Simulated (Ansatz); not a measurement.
A structure relaxed at r2SCAN-D4/def2-SVP in Ansatz, charge 0, singlet:

| atom | x (Å) | y (Å) | z (Å) |
| --- | --- | --- | --- |
| Cd1 | 2.147 | -4.186 | 2.756 |
| Se2 | 4.367 | -1.449 | 1.359 |
| Se3 | 1.005 | -1.070 | 2.911 |
| Cd4 | 0.889 | 1.628 | 2.522 |
| Cd5 | 3.170 | -0.811 | -1.194 |
| Se6 | 1.913 | 1.424 | -0.224 |
| Se7 | -1.614 | 2.292 | 1.674 |
| Cd8 | -4.018 | 3.670 | -0.169 |
| Cd9 | 0.613 | 2.451 | -2.407 |
| Se10 | -0.466 | 4.691 | -0.925 |
| Cd11 | -0.534 | -2.819 | 1.504 |
| Se12 | 0.791 | -2.212 | -1.005 |
| Se13 | -2.940 | -1.726 | 1.574 |
| Cd14 | -3.163 | 0.561 | 0.260 |
| Cd15 | -0.597 | -1.674 | -3.239 |
| Se16 | -1.407 | 0.594 | -2.044 |
| H17 | 1.731 | -4.677 | 4.308 |
| H18 | 2.938 | -3.808 | 1.289 |
| H19 | 5.354 | -0.357 | 1.160 |
| H20 | 5.286 | -2.419 | 0.743 |
| H21 | 0.188 | -1.107 | 4.135 |
| H22 | 1.893 | 2.703 | 3.377 |
| H23 | 4.266 | -0.977 | -2.471 |
| H24 | 3.070 | 2.333 | -0.213 |
| H25 | -2.296 | 2.075 | 2.961 |
| H26 | -5.101 | 4.033 | 1.062 |
| H27 | -2.961 | 3.685 | -1.511 |
| H28 | 1.215 | 2.916 | -3.918 |
| H29 | 0.868 | 5.341 | -0.969 |
| H30 | -0.865 | 5.382 | -2.161 |
| H31 | -0.009 | -4.452 | 1.715 |
| H32 | 1.321 | -3.552 | -1.301 |
| H33 | -3.662 | -2.623 | 0.656 |
| H34 | -2.746 | -2.774 | -1.698 |
| H35 | -4.554 | 1.339 | -0.412 |
| H36 | -0.818 | -2.395 | -4.734 |
| H37 | -2.915 | -3.151 | -2.338 |
| H38 | -2.357 | 1.125 | -3.033 |

Question: Give its formula and point group.

Answer: Cd₈H₂₂Se₈. Point group Cs (tolerance 0.1 Å).

Question: Summarise the bond lengths by kind (pairs closer than 1.2 times the sum of covalent radii, bridged metal pairs left out).

Answer: 17 × Cd–Se 2.64 to 2.94 Å; 2 × Cd–Cd 3.25 to 3.26 Å; 10 × Cd–H 1.67 to 1.73 Å; 10 × H–Se 1.47 to 1.49 Å.

In the def2 sets Cd takes a core potential; there is no spin–orbit coupling. Single mean-field runs in def2-SVP are fitted with def2-universal-jkfit. In the singlet geometry the species has come apart into loosely held pieces. In the singlet, H34 and H37 lie 0.76 Å apart (atoms count from 1), so H2 has formed as a molecule.
